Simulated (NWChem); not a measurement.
Program: NWChem. System: H$_{4}$Ti, charge 0, spin multiplicity 1, at a geometry optimised with PBE/def2-SVP. The structure started from a generated list of species. Level: CR-EOMCCSD(T)/def2-SVPD, 5 core orbitals frozen.

Job file:

```
start mol
memory heap 100 mb stack 700 mb global 1900 mb
geometry units angstroms nocenter noautoz
  Ti     0.000000     0.000000     0.000001
  H      1.390169     0.000000     0.982443
  H     -1.390169     0.000000     0.982443
  H      0.000000    -1.390163    -0.982453
  H      0.000000     1.390163    -0.982453
  symmetry group C2v
end
basis spherical
  * library def2-svpd
end
scf
  rhf
  nopen 0
  maxiter 100
  thresh 1e-7
  semidirect memsize 60000000 filesize 0
end
tce
  freeze core 5
  creomsd(t)
  nroots 1
  2eorb
  2emet 13
  thresh 1e-5
  maxiter 200
  tilesize 24
end
task tce energy
```

NWChem printed:

```
             Northwest Computational Chemistry Package (NWChem) 7.3.0
             --------------------------------------------------------

                                NWChem Input Module
                                -------------------

 Scaling coordinates for geometry "geometry" by  1.889725989
 (inverse scale =  0.529177249)

 Turning off AUTOSYM since
 SYMMETRY directive was detected!

                             Geometry "geometry" -> ""
                             -------------------------

 Output coordinates in angstroms (scale by  1.889725989 to convert to a.u.)

  No.       Tag          Charge          X              Y              Z
 ---- ---------------- ---------- -------------- -------------- --------------
    1 Ti                  22.0000     0.00000000     0.00000000     0.00000100
    2 H                    1.0000     1.39016900     0.00000000     0.98244300
    3 H                    1.0000    -1.39016900     0.00000000     0.98244300
    4 H                    1.0000     0.00000000    -1.39016300    -0.98245300
    5 H                    1.0000     0.00000000     1.39016300    -0.98245300

 Effective nuclear repulsion energy (a.u.)      28.4981607998

            Nuclear Dipole moment (a.u.)
            ----------------------------
        X                 Y               Z
 ---------------- ---------------- ----------------
     0.0000000000     0.0000000000     0.0000037795

      Symmetry information
      --------------------

 Group name             C2v
 Group number             16
 Group order               4
 No. of unique centers     3

      Symmetry unique atoms

     1    2    4


 Summary of "ao basis" -> "" (spherical)
 ------------------------------------------------------------------------------
       Tag                 Description            Shells   Functions and Types
 ---------------- ------------------------------  ------  ---------------------
 *                         def2-svpd                  on all atoms

 Summary of "ao basis" -> "ao basis" (spherical)
 ------------------------------------------------------------------------------
       Tag                 Description            Shells   Functions and Types
 ---------------- ------------------------------  ------  ---------------------
 Ti                        def2-svpd                12       34   5s4p2d1f
 H                         def2-svpd                 4        8   2s2p

                                 NWChem SCF Module
                                 -----------------

  ao basis        = "ao basis"
  functions       =    66
  atoms           =     5
  closed shells   =    13
  open shells     =     0
  charge          =   0.00
  wavefunction    = RHF
  use symmetry    = T
  symmetry adapt  = T

 Summary of "ao basis" -> "ao basis" (spherical)
 ------------------------------------------------------------------------------
       Tag                 Description            Shells   Functions and Types
 ---------------- ------------------------------  ------  ---------------------
 Ti                        def2-svpd                12       34   5s4p2d1f
 H                         def2-svpd                 4        8   2s2p

      Symmetry analysis of basis
      --------------------------

        a1         27
        a2          7
        b1         16
        b2         16

 Forming initial guess at       0.1s

      Superposition of Atomic Density Guess
      -------------------------------------

 Sum of atomic energies:        -850.25586658
[...]
 Iteration   9 using   10 trial vectors
   0.0072875601734   0.1205589714544    3.28058     0.2     0.2

 Iteration  10 using   11 trial vectors
   0.0023876642496   0.1205541414026    3.28045     0.2     0.2

 Iteration  11 using   12 trial vectors
   0.0007974539223   0.1204916262435    3.27875     0.2     0.2

 Iteration  12 using   13 trial vectors
   0.0002640982961   0.1204951673358    3.27884     0.2     0.2

 Iteration  13 using   14 trial vectors
   0.0001055429773   0.1204886333927    3.27866     0.2     0.2

 Iteration  14 using   15 trial vectors
   0.0000604806083   0.1204914370665    3.27874     0.2     0.2

 Iteration  15 using   16 trial vectors
   0.0000646089123   0.1204894625796    3.27869     0.2     0.2

 Iteration  16 using   17 trial vectors
   0.0000762308025   0.1204923144189    3.27876     0.2     0.2

 Iteration  17 using   18 trial vectors
   0.0000592124935   0.1204890756069    3.27868     0.2     0.2

 Iteration  18 using   19 trial vectors
   0.0000532956662   0.1204920531428    3.27876     0.2     0.2

 Iteration  19 using   20 trial vectors
   0.0000380133804   0.1204894591752    3.27869     0.2     0.2

 Iteration  20 using   21 trial vectors
   0.0000187411379   0.1204914424664    3.27874     0.2     0.2

 Iteration  21 using   22 trial vectors
   0.0000068872605   0.1204904237856    3.27871     0.2     0.2
 --------------------------------------------------------------
 Iterations converged
 ------------------

 Excited state root  1
 Excitation energy / hartree =        0.120490423785620
                   / eV      =        3.278712647887379
 largest EOMCCSD amplitudes: R1 and R2

 Singles contributions
    14a1  (alpha) ---    12b1  (alpha)        0.1442682841
    18a1  (alpha) ---    12b1  (alpha)        0.7432713538
    27a1  (alpha) ---    12b1  (alpha)        0.1631382879
    19a2  (alpha) ---    13b2  (alpha)        0.4288659794
    16b1  (alpha) ---    11a1  (alpha)        0.1442930045

 Doubles contributions
======= CR-EOMCCSD(T) calculation ======
corresponding R0 value =     0.000000

CR-EOMCCSD(T) Intermediates cpu wall time             0.6            0.6
 creom_N i2_1 nr of boxes                    72
 creom_N i2_2 nr of boxes                   126
 creom_N i2_3 nr of boxes                    72
 creom_N i2_4 nr of boxes                   126

CR-EOMCCSD(T) triples loop cpu wall             1.5            1.5

 CR-EOMCCSD(T)  total energy / hartree       =      -850.715219350481789
 CR-EOMCCSD(T)  excitation energy (eV)       =      3.26809

 =========================================
 Excited-state calculation ( b2  symmetry)
 =========================================
 Dim. of EOMCC iter. space      500

 EOMCCSD SOLVER TYPE  1
  maxdiff =   0.48076590631758226

 No. of initial right vectors    2

 EOM-CCSD right-hand side iterations
 --------------------------------------------------------------
      Residuum       Omega / hartree  Omega / eV    Cpu    Wall
 --------------------------------------------------------------

 Iteration   1 using    2 trial vectors
   0.5114548735559   0.2920549013700    7.94722     0.5     0.5

 Iteration   2 using    3 trial vectors
   0.1553229459081   0.1851343701816    5.03776     0.2     0.2

 Iteration   3 using    4 trial vectors
   0.0816710233204   0.1674470249297    4.55647     0.2     0.2

 Iteration   4 using    5 trial vectors
   0.0455828776034   0.1628529834261    4.43146     0.2     0.2

 Iteration   5 using    6 trial vectors
   0.0531853007775   0.1569766342911    4.27155     0.2     0.2

 Iteration   6 using    7 trial vectors
   0.1539271374680   0.1398945416702    3.80673     0.2     0.2

 Iteration   7 using    8 trial vectors
   0.0607014057513   0.1221590082784    3.32412     0.2     0.2

 Iteration   8 using    9 trial vectors
   0.0213277422666   0.1209786400164    3.29200     0.2     0.2

 Iteration   9 using   10 trial vectors
   0.0072875451966   0.1205586308442    3.28057     0.2     0.2

 Iteration  10 using   11 trial vectors
   0.0023876290073   0.1205537974095    3.28044     0.2     0.2

 Iteration  11 using   12 trial vectors
   0.0007974264468   0.1204912853286    3.27874     0.2     0.2

 Iteration  12 using   13 trial vectors
   0.0002640818917   0.1204948247409    3.27883     0.2     0.2

 Iteration  13 using   14 trial vectors
   0.0001056336800   0.1204882896410    3.27865     0.2     0.2

 Iteration  14 using   15 trial vectors
   0.0000608386325   0.1204910997576    3.27873     0.2     0.2

 Iteration  15 using   16 trial vectors
   0.0000656103209   0.1204891039412    3.27868     0.2     0.2

 Iteration  16 using   17 trial vectors
   0.0000776248074   0.1204920013919    3.27876     0.2     0.2

 Iteration  17 using   18 trial vectors
   0.0000598407530   0.1204887184229    3.27867     0.2     0.2

 Iteration  18 using   19 trial vectors
   0.0000534693064   0.1204917087934    3.27875     0.2     0.2

 Iteration  19 using   20 trial vectors
   0.0000380333898   0.1204891229696    3.27868     0.2     0.2

 Iteration  20 using   21 trial vectors
   0.0000188333232   0.1204910960924    3.27873     0.2     0.2

 Iteration  21 using   22 trial vectors
   0.0000069068062   0.1204900846154    3.27870     0.2     0.2
 --------------------------------------------------------------
 Iterations converged
 ------------------

 Excited state root  1
 Excitation energy / hartree =        0.120490084615395
                   / eV      =        3.278703418592027
 largest EOMCCSD amplitudes: R1 and R2

 Singles contributions
    14a1  (alpha) ---    13b2  (alpha)       -0.1442710166
    18a1  (alpha) ---    13b2  (alpha)        0.7432858529
    27a1  (alpha) ---    13b2  (alpha)        0.1631415650
    19a2  (alpha) ---    12b1  (alpha)        0.4288421622
    15b2  (alpha) ---    11a1  (alpha)       -0.1442861748

 Doubles contributions
======= CR-EOMCCSD(T) calculation ======
corresponding R0 value =     0.000000

CR-EOMCCSD(T) Intermediates cpu wall time             0.6            0.6
 creom_N i2_1 nr of boxes                    72
 creom_N i2_2 nr of boxes                   126
 creom_N i2_3 nr of boxes                    72
 creom_N i2_4 nr of boxes                   126

CR-EOMCCSD(T) triples loop cpu wall             1.5            1.5

 CR-EOMCCSD(T)  total energy / hartree       =      -850.715219704150400
 CR-EOMCCSD(T)  excitation energy (eV)       =      3.26808

 Task  times  cpu:       36.4s     wall:       36.4s

 Total times  cpu:       36.5s     wall:       36.5s
```
